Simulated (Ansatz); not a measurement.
This singlet lies 2.47 eV below the relaxed triplet at the level frozen-core CCSD(T)/cc-pVTZ // PBE0-D3(BJ)/def2-TZVP (Ansatz, a quantum-chemistry and plane-wave program).

Species: H2ClNSi, SMILES `N[Si]Cl` (lower singlet) (charge 0, multiplicity 1).

### Question
Give a relaxed geometry from PBE0-D3(BJ)/def2-TZVP (Ansatz).

### Answer
One answer among several that fit: the end point of this relaxation, one of several conformers (outside a Z-matrix the atoms follow the SMILES, hydrogens last).
Z-matrix (Å, degrees):
```
N
H 1 1.0090
H 1 1.0096 2 113.01
Si 1 1.7005 2 121.07 3 179.99
Cl 4 2.1044 1 98.19 2 -180.00
```
